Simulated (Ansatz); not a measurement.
Compare A (`C=C[SiH2][SiH3]`) with its isomer B (`[SiH3][SiH]1CC1`).

Isolated molecules relaxed with PBE0-D4/def2-TZVP in Ansatz; ΔE leaves out vibrations. CCSD(T)/CBS adds triple-zeta CCSD(T) − MP2 to the extrapolated MP2 energy (def2 sets, frozen cores). DFT in def2-TZVPP. B3LYP here is the variant with VWN-RPA as its local correlation; programs differ in this. Each species was taken in one conformer, which may not be the lowest.

(1) Which is lower in electronic energy at CCSD(T)/CBS, and by how much? (Best estimate.)

(2) Give E(B) − E(A) in kJ/mol with B2PLYP, MP2/def2-TZVPP, B3LYP-D4, B3LYP, ωB97M-V, CCSD/def2-TZVPP, HF/def2-TZVPP. (An estimate is asked.)

Largest T1 diagnostic: 0.013.

Results:

(1) Ansatz gave: A, by 25.4 kJ/mol.

(2) Ansatz gave: B2PLYP 28.2, MP2/def2-TZVPP 14.2, B3LYP-D4 32.4, B3LYP 32.5, ωB97M-V 18.5, CCSD/def2-TZVPP 28.8, HF/def2-TZVPP 57.8. None reverses the order clearly.

In def2-TZVPP, CCSD(T) changes the Hartree–Fock value by −31.6 kJ/mol (the triples alone add −2.6 kJ/mol) and MP2 by −43.6 kJ/mol.
